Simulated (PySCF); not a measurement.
Dissociation curve of H3Al, SMILES [AlH3]. The Al1–H4 bond (Al1 also carries H, H; H4 carries nothing else) is pulled apart rigidly from the PBE0/def2-TZVP optimised geometry.

RCCSD = PySCF 2.14.0 with CCSD on RHF/6-31G, 5 core orbitals frozen; UKS-PBE = unrestricted PBE/6-31G in PySCF; RKS-LDA (SVWN5) = restricted LDA (SVWN5)/6-31G (PySCF 2.14.0); RKS-B3LYP = restricted B3LYP/6-31G (PySCF 2.14.0); UKS-LDA (SVWN5) = unrestricted LDA (SVWN5)/6-31G run with PySCF.

Energies are in eV, each relative to the lowest point of its own curve near equilibrium.

| R / Å | RCCSD | UKS-PBE | RKS-LDA (SVWN5) | RKS-B3LYP | UKS-LDA (SVWN5) |
|---|---|---|---|---|---|
| 1.20 | 1.973 | 1.926 | 1.918 | 1.850 | 1.918 |
| 1.27 | 1.233 | 1.198 | 1.193 | 1.135 | 1.193 |
| 1.34 | 0.714 | 0.688 | 0.685 | 0.639 | 0.685 |
| 1.42 | 0.327 | 0.310 | 0.308 | 0.277 | 0.308 |
| 1.49 | 0.126 | 0.116 | 0.114 | (withheld) | 0.114 |
| 1.53 | (withheld) | 0.050 | 0.049 | 0.038 | 0.049 |
| 1.59 | (withheld) | 0.000 | 0.000 | 0.000 | 0.000 |
| 1.65 | 0.000 | 0.000 | 0.000 | 0.011 | 0.000 |
| 1.69 | 0.020 | 0.022 | 0.022 | (withheld) | 0.022 |
| 1.73 | 0.054 | 0.058 | 0.059 | (withheld) | 0.059 |
| 1.84 | 0.207 | 0.217 | 0.218 | 0.261 | 0.218 |
| 1.95 | 0.419 | 0.435 | 0.438 | (withheld) | 0.438 |
| 2.13 | 0.828 | 0.860 | 0.864 | 0.950 | 0.864 |
| 2.39 | 1.441 | 1.510 | 1.519 | 1.640 | 1.519 |
| 2.59 | 1.872 | 1.989 | 2.001 | 2.146 | 2.001 |
| 2.84 | 2.326 | 2.528 | 2.547 | 2.720 | 2.547 |
| 3.16 | 2.752 | 3.026 | 3.135 | 3.342 | 3.118 |
| 3.45 | 3.003 | 3.254 | 3.564 | 3.801 | 3.423 |
| 3.86 | 3.196 | 3.396 | 4.025 | 4.301 | 3.648 |
| 4.24 | 3.279 | 3.440 | 4.330 | 4.640 | 3.748 |
| 4.78 | 3.326 | 3.461 | 4.614 | 4.969 | 3.808 |
| 5.52 | 3.345 | 3.469 | 4.817 | 5.225 | 3.831 |

Task: Fill in the missing entries.

Result: 
- 1.49, RKS-B3LYP: 0.096
- 1.53, RCCSD: 0.057
- 1.59, RCCSD: 0.004
- 1.69, RKS-B3LYP: 0.040
- 1.73, RKS-B3LYP: 0.083
- 1.95, RKS-B3LYP: 0.498

The T1 diagnostic of CCSD on the restricted reference of RCCSD exceeds 0.045 at 3.16 to 5.52 Å. The unrestricted determinant behind UKS-PBE, UKS-LDA (SVWN5) is spin-contaminated at 3.16 to 5.52 Å (<S²> up to 1.0, against 0.00 for a pure singlet). At the longest distance RKS-LDA (SVWN5), RKS-B3LYP leaves fractional charges on the fragments, a sign of delocalisation error or of the restricted form. The restricted form behind RKS-LDA (SVWN5), RKS-B3LYP keeps the bonding electrons paired and can't separate into open-shell fragments.
